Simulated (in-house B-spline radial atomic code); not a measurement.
**PBEsol excitations of Sr2+**

Method: PBEsol. Computed with an all-electron radial atomic-structure program (B-spline basis): linear response of the closed shell [Ar] 3d10 4s2 4p6 with the functional's adiabatic kernel; scalar-relativistic (spin-free one-electron X2C), finite nucleus, no spin-orbit coupling, no double excitations, S, P, D and F terms only; shells from n = 2 respond. Only terms of natural parity with L up to 3 were computed.

Command:
```bash
python run_td.py task.json out
```
Settings (radii: box in bohr, nucleus in fm):
```
Z                        38
electrons                36
configuration            [Ar] 3d10 4s2 4p6
hamiltonian              x2c
method                   pbesol
box_radius               29.48
rms_radius               4.224
intervals                73
```

Run time, properties included: 2.5 s on 1 thread of Arm Neoverse N1, with other jobs on the host.

The lowest states, in the order of their Tamm-Dancoff energies; the method's threshold (minus the highest occupied level) is 36.50 eV. Labels give the largest channel, * marks a mixed state, and oscillator strengths are full-response dipole values. Semilocal kernels can invert the small singlet-triplet splittings of Rydberg terms. Energies in eV:

```tsv
state	full response	Tamm-Dancoff	oscillator strength
4p → 4d 3P	21.834	21.893	-
4p → 4d 3F	22.168	22.232	-
4p → 5s 3P	22.835	22.844	-
4p → 5s 1P	23.185	23.196	0.473
4p → 4d 1F	23.574	23.591	-
4p → 5p 3S	26.273	26.289	-
4p → 5p 3D	?	?	-
4p → 5p 1D	26.775	26.780	-
4p → 4d 1P	27.309	27.810	3.5
4p → 5p 1S	?	?	-
```

(1) Where does 4p → 5p 1S lie?

(2) Where does 4p → 5p 3D lie?

(3) How large is the singlet-triplet splitting of 4p → 5s (P terms) in Tamm-Dancoff?

(4) What polarisabilities and dispersion coefficient does the method give?

Answers

(1) At 27.860 eV in full response, 27.963 eV in Tamm-Dancoff.

(2) At 26.586 eV in full response, 26.592 eV in Tamm-Dancoff.

(3) 0.352 eV, from the unrounded values.

(4) Dipole 5.94 bohr³, quadrupole 18.03 bohr⁵, C6 29.61 hartree·bohr⁶ for two such species.
